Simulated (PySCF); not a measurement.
Cl4Zr, SMILES [Cl][Zr]([Cl])([Cl])[Cl] (connectivity only; charge and spin as stated), charge +1, multiplicity 2. Atoms are numbered in the order given.

```xyz
5

Zr     0.0000     0.0000     0.0000
Cl    -1.3915     1.3915     1.2785
Cl    -1.3915    -1.3915    -1.2785
Cl     1.3915     1.3915    -1.2785
Cl     1.3915    -1.3915     1.2785
```
Charge +1, spin multiplicity 2.

Geometry optimised at B3LYP-D3(BJ)/def2-SVP. The geometry has at least one imaginary mode, so it is a saddle point at that level. The multiplicity is an assumed one; no other spin state was optimised. The isomer is the one that the SMILES or the coordinates give; other isomers of the formula were not compared. The def2 effective core potentials stand for the cores of Zr; spin–orbit coupling is left out.

The numbers are results of M06-2X/def2-TZVP run with PySCF, not measurements.

The molecule is in vacuum.

total energy: -1887.64066 hartree
point group: D2d
α spin, highest occupied and lowest empty level: -16.46 and -7.22 eV
β spin, highest occupied and lowest empty level: -15.53 and -13.04 eV
dipole moment about the centre of nuclear charge: 0.00 D
⟨S²⟩: 0.772 (pure state 0.75)
